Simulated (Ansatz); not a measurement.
Born–Oppenheimer molecular dynamics of AlF$_{2}$H$_{4}$NO (9 atoms, charge 0, multiplicity 1). It starts at the highest image of a converged band, a first-order saddle point between two minima.

Level of theory: Ansatz 0.2.0, RKS B3LYP-D4/6-31G*.

* ensemble: NVE (velocity Verlet)
* time step: 0.5 fs
* steps asked: 200
* starting velocities drawn for: 300 K
* seed: 6314

First frame:

```xyz
9
Properties=species:S:1:pos:R:3
Al -0.674 0.321 -0.547
N 1.171 0.061 -0.213
F -1.286 -0.344 -1.934
F -1.276 1.782 -0.035
H 0.393 -0.682 0.781
O -0.724 -0.895 0.916
H 1.734 -0.491 -0.855
H 1.733 0.841 0.118
H -1.071 -0.592 1.770
```

Question: How far do the bonds stretch over the last three quarters of this one trajectory? (Pairs bonded in most of those frames.)

Answer: 
| bond | mean (Å) | spread (Å) | shortest | longest |
| --- | --- | --- | --- | --- |
| Al1–N2 | 1.834 | 0.035 | 1.76 | 1.88 |
| Al1–F3 | 1.657 | 0.031 | 1.61 | 1.71 |
| Al1–F4 | 1.666 | 0.023 | 1.63 | 1.70 |
| Al1–O6 | 2.046 | 0.106 | 1.86 | 2.18 |
| N2–H7 | 1.016 | 0.015 | 0.99 | 1.04 |
| N2–H8 | 1.019 | 0.028 | 0.98 | 1.06 |
| H5–O6 | 1.006 | 0.025 | 0.97 | 1.08 |
| O6–H9 | 0.972 | 0.006 | 0.96 | 0.98 |

Mean temperature of the second half: 212 K. The conserved energy stayed within 0.17 meV per atom of its start (net change 0.099 meV per atom), so the integration is sound. A run of 0.1 ps of so small a system gives no equilibrium averages. The orbitals stay closed-shell, which can raise the energy where a bond breaks towards radicals; this wasn't checked here.

Run time: 4.9 min on 2 threads of Intel(R) Xeon(R) Platinum 8488C (Sapphire Rapids), on a shared host, peak memory 0.19 GiB.
